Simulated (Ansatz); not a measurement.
One change: `CCBC[SiH3]` becomes `[SiH3]CB[AsH2]`.

Ansatz, PBE0-D4/def2-TZVP geometries, multiplicity 1. Each molecule was computed in one conformer, which needn't be the lowest.

Scalar relativity is left out up to krypton.

```csv
property,`CCBC[SiH3]`
LUMO energy (B3LYP/def2-TZVPP) / eV,-1.10
LUMO energy (ωB97M-V/def2-TZVPP) / eV,0.98
size of the dipole moment (PBE/def2-TZVPP) / D,0.88
size of the dipole moment (ωB97M-V/def2-TZVPP) / D,0.85
size of the dipole moment (B3LYP/def2-TZVPP) / D,0.84
zero-point energy (PBE0-D4/def2-TZVP) / kJ/mol,340.1
```

(1) What does the change do to each property? (Estimate.)

Answers

(1) The calculation gave: 
| property | `[SiH3]CB[AsH2]` | shift |
| --- | --- | --- |
| LUMO energy (B3LYP/def2-TZVPP) / eV | -1.66 | -0.56 |
| LUMO energy (ωB97M-V/def2-TZVPP) / eV | 0.41 | -0.57 |
| size of the dipole moment (PBE/def2-TZVPP) / D | 1.21 | 0.33 |
| size of the dipole moment (ωB97M-V/def2-TZVPP) / D | 1.30 | 0.45 |
| size of the dipole moment (B3LYP/def2-TZVPP) / D | 1.24 | 0.40 |
| zero-point energy (PBE0-D4/def2-TZVP) / kJ/mol | 211.2 | -128.9 |

With PBE0 the HOMO rises by 1.31 eV and the LUMO falls by 0.60 eV, so the gap narrows by about 1.91 eV. PBE moves the HOMO by 0.99 eV and ωB97M-V by 1.52 eV. The zero-point energy changes by -128.9 kJ/mol with -12 modes. Dipoles are sizes alone; their direction can turn.

Positive LUMOs are unbound, so they and the gaps depend on the basis.

B3LYP here is the variant with VWN-RPA as its local correlation; programs differ in this.
